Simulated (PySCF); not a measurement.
A GIAO shielding run with PySCF 2.14 (density fitting, non-relativistic, gas phase) on SMILES C=C[C@@H]1[C@@H](F)CC[Si@@H]1O[SiH3], C₆H₁₃FOSi₂:

```
$ OMP_NUM_THREADS=1 python probes_run.py task.json out

{"job": {"kind": "nmr", "xc": "PBE0", "basis": "pcSseg-1"}, "charge": 0, "multiplicity": 1}
C     -0.676343     2.559650     0.478443
C     -0.827046     1.251213     0.594651
C     -1.010672     0.321654    -0.550362
C     -1.897179    -0.872293    -0.192952
F     -2.418355    -1.395281    -1.368486
C     -1.070816    -1.954544     0.494358
C      0.200542    -2.201270    -0.325464
Si     0.648395    -0.506973    -1.065886
O      1.928106     0.164040    -0.342713
Si     2.814043     1.258809     0.471680
H     -0.717937     3.047571    -0.481211
H     -0.512042     3.194438     1.331726
H     -0.775947     0.789537     1.572430
H     -1.470678     0.856852    -1.382930
H     -2.770162    -0.580163     0.405847
H     -0.814513    -1.598978     1.493354
H     -1.664865    -2.864304     0.598049
H     -0.019265    -2.909575    -1.122846
H      0.977595    -2.645152     0.293209
H      0.912290    -0.463001    -2.500018
H      4.176230     0.743740     0.357859
H      2.644296     2.553156    -0.181868
H      2.339571     1.277858     1.854066
```

Hardware: 1 thread of an Arm Neoverse N1, shared host. The job also computes population analyses, field gradients, ring-centre shieldings.

Question: How large is the calculation?

Answer: 94 electrons, 249 basis functions and 1336 auxiliary functions.

Question: How long does it take, and how much memory does it need?

Answer: 2 min of wall time, with 14 SCF cycles and 4 response iterations; peak memory 1.2 GiB. Times on a shared host scatter by some tens of per cent.
